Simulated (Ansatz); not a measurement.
A basis-limit estimate, worked out

An elementary step of SiH3F3, singlet (SiH₂F₂ ([F][SiH2][F]) + HF → SiHF₃ ([F][SiH]([F])[F]) + H₂; Si–H, H–F broken or loosened, Si–F, H–H formed or tightened). “Start” and “end” are the PBE0-D4/def2-TZVP structures reached by relaxing down either side of its saddle point, with the molecules still in contact.

Program: Ansatz 0.2.0. Basis: def2-TZVPP and def2-QZVPP. Cores are frozen in the correlated methods.

Energies in eV:

| quantity | end | start |
| --- | --- | --- |
| Hartree–Fock, triple zeta (X = 3) | -16036.55788 | -16035.21761 |
| Hartree–Fock, quadruple zeta (X = 4) | -16037.24736 | -16035.87716 |
| MP2 correlation, X = 3 | -24.36922 | -24.37669 |
| MP2 correlation, X = 4 | -26.67668 | -26.69572 |
| CCSD(T) correlation, X = 3 | -25.42606 | -25.47100 |

Q: Work out the step energy at the basis limit: extrapolate Hartree–Fock as E(X) = E∞ + A exp(−7.88 √X) and the MP2 correlation as E(X) = E∞ + B X^−2.97 (the exponents that Neese and Valeev fitted for def2-TZVPP and QZVPP), then add CCSD(T) − MP2 in triple zeta.

A: Each step is linear, so take the differences first (end − start): Hartree–Fock -1.34027 (X = 3) and -1.37020 (X = 4); MP2 correlation 0.00747 and 0.01904; CCSD(T) correlation 0.04494.
Two points give E∞ = E(4) + w [E(4) − E(3)], with w = 1/(exp(7.88 (2 − √3)) − 1) = 0.1377 for Hartree–Fock and w = 1/((4/3)^2.97 − 1) = 0.7407 for the correlation.
Hartree–Fock: -1.37020 + 0.1377 × (-0.02993) = -1.3743 eV.
MP2 correlation: 0.01904 + 0.7407 × 0.01157 = 0.0276 eV.
CCSD(T) − MP2: 0.04494 − 0.00747 = 0.0375 eV.
Sum: -1.3743 + 0.0276 + 0.0375 = -1.3092 eV, or -30.19 kcal/mol. Plain CCSD(T) in triple zeta gives -1.2953 eV, so the larger basis shifts the result by -0.0139 eV.

T1 diagnostic: at most 0.013.

Labels in which every atom is bracketed show which atoms are joined, not bond orders.

For scale, one of the runs: CCSD(T)/def2-TZVPP, 177 basis functions, launched by `ansatz run in.yaml --threads 2 --pin off --events-out ev --progress --plain --max-ram 4352MiB`. The run took 61 s on 2 CPU threads of an Arm Neoverse V1 (shared host), with 1.7 GiB of host memory at its peak.
